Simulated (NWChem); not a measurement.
System: SnH$_{3}$Cl; SMILES [SnH3][Cl]

Input file for NWChem:

```
start job
memory heap 200 mb stack 900 mb global 1100 mb
geometry units angstroms noautoz
  Sn     0.000000     0.000000    -0.573354
  Cl     0.000000     0.000000     1.804161
  H      1.603451     0.400758    -1.058704
  H     -1.148792     1.188250    -1.058704
  H     -0.454659    -1.589008    -1.058704
end
basis spherical
  * library def2-tzvp
end
ecp
  Sn library def2-ecp
end
dft
  xc scan
  iterations 150
  mulliken
end
task dft energy
```

Excerpt of the output:

```
             Northwest Computational Chemistry Package (NWChem) 7.3.0
             --------------------------------------------------------

 C3V symmetry detected

                             Geometry "geometry" -> ""
                             -------------------------

 Output coordinates in angstroms (scale by  1.889725989 to convert to a.u.)

  No.       Tag          Charge          X              Y              Z
 ---- ---------------- ---------- -------------- -------------- --------------
    1 Sn                  50.0000    -0.00000000    -0.00000000    -0.55659579
    2 Cl                  17.0000    -0.00000000    -0.00000000     1.82091921
    3 H                    1.0000     1.16868761     1.16868761    -1.04194579
    4 H                    1.0000    -1.59645697     0.42776936    -1.04194579
    5 H                    1.0000     0.42776936    -1.59645697    -1.04194579

 Effective nuclear repulsion energy (a.u.)     243.9885523039

      Symmetry information
      --------------------

 Group name             C3v
 Group number             17
 Group order               6
 No. of unique centers     3

                                 NWChem DFT Module
                                 -----------------

 Summary of "ao basis" -> "ao basis" (spherical)
 ------------------------------------------------------------------------------
       Tag                 Description            Shells   Functions and Types
 ---------------- ------------------------------  ------  ---------------------
 Sn                        def2-tzvp                16       50   6s5p3d2f
 Cl                        def2-tzvp                13       37   5s5p2d1f
 H                         def2-tzvp                 4        6   3s1p

      Symmetry analysis of basis
      --------------------------

        a1         37
        a2          4
        e          64

  Rotation of axis

            General Information
            -------------------
          SCF calculation type: DFT
          Wavefunction type:  closed shell.
          No. of atoms     :     5
          No. of electrons :    42
           Alpha electrons :    21
            Beta electrons :    21
          Charge           :     0
          Spin multiplicity:     1
          Use of symmetry is: on ; symmetry adaption is: on
          Maximum number of iterations: 150
          AO basis - number of functions:   105
                     number of shells:    41
          Convergence on energy requested:  1.00D-06
          Convergence on density requested:  1.00D-05
          Convergence on gradient requested:  5.00D-04

              XC Information
              --------------
                         SCAN Method XC Functional
                  SCAN metaGGA Exchange Functional  1.000
                        SCAN Correlation Potential  1.000

             Grid Information
             ----------------
          Grid used for XC integration:  medium
          Radial quadrature: Mura-Knowles
          Angular quadrature: Lebedev.
          Tag              B.-S. Rad. Rad. Pts. Rad. Cut. Ang. Pts.
          ---              ---------- --------- --------- ---------
          Sn                  1.45      123           8.0       590
          Cl                  1.00       88          10.0       590
          H                   0.35       45          10.0       434
          Grid pruning is: on
          Number of quadrature shells:   256
          Spatial weights used:  Erf1

      Superposition of Atomic Density Guess
      -------------------------------------

 Sum of atomic energies:        -710.08921991

      Non-variational initial energy
      ------------------------------

 Total energy =    -674.458733
 1-e energy   =   -1236.223040
 2-e energy   =     449.526900
 HOMO         =      -0.370669
 LUMO         =       0.002323

      Symmetry analysis of molecular orbitals - initial
      -------------------------------------------------

  Numbering of irreducible representations:

     1 a1          2 a2          3 e

  Orbital symmetries:

     1 a1          2 a1          3 a1          4 e           5 e
     6 a1          7 e           8 e           9 a1         10 a1
    11 e          12 e          13 e          14 e          15 a1
    16 a1         17 a1         18 e          19 e          20 e
    21 e          22 a1         23 a1         24 e          25 e
    26 e          27 e          28 a1         29 a1         30 e
    31 e

     ---------------------------------------------
      Total Density - Mulliken Population Analysis
     ---------------------------------------------

    Atom       Charge   Shell Charges
 -----------   ------   -------------------------------------------------------
    1 Sn  22    21.16   0.28 -0.75  1.51  0.96  0.83  0.50 -0.40  6.36  0.62  0.92  0.22  8.92  1.08  0.10  0.02  0.00
    2 Cl  17    17.60   2.01  0.45  1.52  1.11  0.87  4.19  1.69  1.12  3.01  1.62  0.00  0.01  0.00
    3 H    1     1.08   0.21  0.55  0.32  0.01
    4 H    1     1.08   0.21  0.55  0.32  0.01
    5 H    1     1.08   0.21  0.55  0.32  0.01

   convergence    iter        energy       DeltaE   RMS-Dens  Diis-err
 ---------------- ----- ----------------- --------- --------- ---------
 d= 0,ls=0.0,diis     1   -676.3891652555 -7.89D+02  1.25D-02  6.48D-01
 d= 0,ls=0.0,diis     2   -676.3652140671  2.40D-02  7.71D-03  4.35D-01
 d= 0,ls=0.0,diis     3   -676.4151386265 -4.99D-02  2.33D-03  1.36D-01
 d= 0,ls=0.0,diis     4   -676.4325212460 -1.74D-02  4.14D-04  1.11D-03
 d= 0,ls=0.0,diis     5   -676.4327196209 -1.98D-04  8.36D-05  8.19D-05
  Resetting Diis
 d= 0,ls=0.0,diis     6   -676.4327269710 -7.35D-06  2.72D-05  1.24D-05
 d= 0,ls=0.0,diis     7   -676.4327286694 -1.70D-06  6.11D-06  3.98D-07
 d= 0,ls=0.0,diis     8   -676.4327286696 -2.34D-10  3.29D-06  3.84D-07

         Total DFT energy =     -676.432728669632
      One electron energy =    -1237.696762463923
           Coulomb energy =      496.537946397601
    Exchange-Corr. energy =      -47.511319688066
 Nuclear repulsion energy =      112.237407084756

 Numeric. integr. density =       41.999987611818

                  Occupations of the irreducible representations
                  ----------------------------------------------

                     irrep           alpha         beta
                     --------     --------     --------
                     a1                9.0          9.0
                     a2                0.0          0.0
                     e                12.0         12.0

                       DFT Final Molecular Orbital Analysis
                       ------------------------------------

 Vector   19  Occ=2.000000D+00  E=-3.339171D-01  Symmetry=e
              MO Center= -2.7D-01,  3.6D-01, -4.8D-01, r^2= 3.4D+00
   Bfn.  Coefficient  Atom+Function         Bfn.  Coefficient  Atom+Function
  ----- ------------  ---------------      ----- ------------  ---------------
    10      0.259681  1 Sn px                13     -0.244035  1 Sn px
    95      0.241418  4 H  s                 16     -0.225895  1 Sn px
    89     -0.194156  3 H  s                 65     -0.192741  2 Cl px
    96      0.138812  4 H  s                 94      0.134298  4 H  s
    68     -0.111522  2 Cl px                90     -0.111637  3 H  s

 Vector   20  Occ=2.000000D+00  E=-2.786649D-01  Symmetry=e
              MO Center= -1.0D-01,  3.8D-02,  1.3D+00, r^2= 2.6D+00
   Bfn.  Coefficient  Atom+Function         Bfn.  Coefficient  Atom+Function
  ----- ------------  ---------------      ----- ------------  ---------------
    65      0.488437  2 Cl px                68      0.327460  2 Cl px
    62      0.229595  2 Cl px                56     -0.187015  2 Cl px
    95      0.128725  4 H  s                 96      0.109917  4 H  s
    66     -0.105721  2 Cl py                59     -0.088450  2 Cl px
    25      0.077747  1 Sn d  1              10      0.076721  1 Sn px

 Vector   21  Occ=2.000000D+00  E=-2.786649D-01  Symmetry=e
              MO Center=  1.0D-01, -3.8D-02,  1.3D+00, r^2= 2.6D+00
   Bfn.  Coefficient  Atom+Function         Bfn.  Coefficient  Atom+Function
  ----- ------------  ---------------      ----- ------------  ---------------
    66      0.488437  2 Cl py                69      0.327460  2 Cl py
    63      0.229595  2 Cl py                57     -0.187015  2 Cl py
   101      0.114612  5 H  s                 89     -0.108346  3 H  s
    65      0.105721  2 Cl px               102      0.097866  5 H  s
    90     -0.092516  3 H  s                 60     -0.088450  2 Cl py

 Vector   22  Occ=0.000000D+00  E=-6.206602D-02  Symmetry=a1
              MO Center= -9.9D-16, -5.0D-16, -1.3D-01, r^2= 4.6D+00
   Bfn.  Coefficient  Atom+Function         Bfn.  Coefficient  Atom+Function
  ----- ------------  ---------------      ----- ------------  ---------------
     5      0.604654  1 Sn s                  6      0.592944  1 Sn s
     2      0.342174  1 Sn s                 21      0.313642  1 Sn pz
    18      0.303546  1 Sn pz                70      0.292949  2 Cl pz
     3     -0.285026  1 Sn s                 67      0.281538  2 Cl pz
    55     -0.269077  2 Cl s                 90     -0.264967  3 H  s

 Vector   23  Occ=0.000000D+00  E=-2.799983D-02  Symmetry=a1
              MO Center=  4.2D-15, -1.3D-14, -1.1D+00, r^2= 4.2D+00
   Bfn.  Coefficient  Atom+Function         Bfn.  Coefficient  Atom+Function
  ----- ------------  ---------------      ----- ------------  ---------------
     6      1.025356  1 Sn s                 90     -0.637152  3 H  s
    96     -0.637152  4 H  s                102     -0.637152  5 H  s
     5      0.517075  1 Sn s                 18     -0.420592  1 Sn pz
    21     -0.390141  1 Sn pz                 2      0.311509  1 Sn s
     3     -0.260562  1 Sn s                  1     -0.196435  1 Sn s

[...]
```

Level: SCAN/def2-TZVP with def2 effective core potentials on Sn. The geometry was optimised at PBE-D3(BJ)/def2-SVP. def2 effective core potentials on Sn; no spin-orbit coupling.
